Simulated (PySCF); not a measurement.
Magnetic susceptibility: `CO[SiH2]PB`, CH$_{8}$BOPSi

Geometry:
```tsv
atom	x (Å)	y (Å)	z (Å)
B1	-2.502	0.105	-0.189
P2	-1.334	-0.584	-1.455
Si3	0.599	-0.936	-0.387
O4	1.346	0.545	-0.372
C5	2.346	0.943	0.525
H6	-3.658	-0.237	-0.167
H7	-2.104	0.992	0.527
H8	-1.790	-1.897	-1.748
H9	1.351	-1.966	-1.169
H10	0.459	-1.424	1.022
H11	2.124	0.633	1.563
H12	3.331	0.529	0.246
H13	2.419	2.041	0.505
```

Theory: GIAO B3LYP/pcseg-1 magnetisability, non-relativistic, IEF-PCM methanol in PySCF 2.14.0. Geometry: PBE0-D3(BJ)/def2-SVP.

Question: What are the magnetisability and the molar susceptibility?

Answer: Isotropic -995 × 10⁻³⁰ J/T², or -59.9 × 10⁻⁶ cm³/mol; principal values -1132, -973, -881 × 10⁻³⁰ J/T², anisotropy 220 × 10⁻³⁰ J/T² (root of half the summed squared differences of the principal values). The susceptibility is in cgs units.

Question: Split it along the inertial axes a, b, c into diamagnetic and paramagnetic parts about the centre of mass, with the quadrupole moment.

Answer: 
| axis | χ (10⁻⁶ cm³/mol) | diamagnetic (10⁻⁶ cm³/mol) | paramagnetic (10⁻⁶ cm³/mol) | summed x² of all electrons (Å²) | quadrupole Θ (D Å) |
| --- | --- | --- | --- | --- | --- |
| a | -58.9 | -298.4 | 239.5 | 184.1 | +6.46 |
| b | -58.1 | -883.6 | 825.5 | 46.2 | -1.29 |
| c | -62.8 | -977.3 | 914.5 | 24.1 | -5.17 |

Anisotropies 2χaa − χbb − χcc = +3.1 and 2χbb − χaa − χcc = +5.5 × 10⁻⁶ cm³/mol. Θ is traceless in Buckingham's convention.
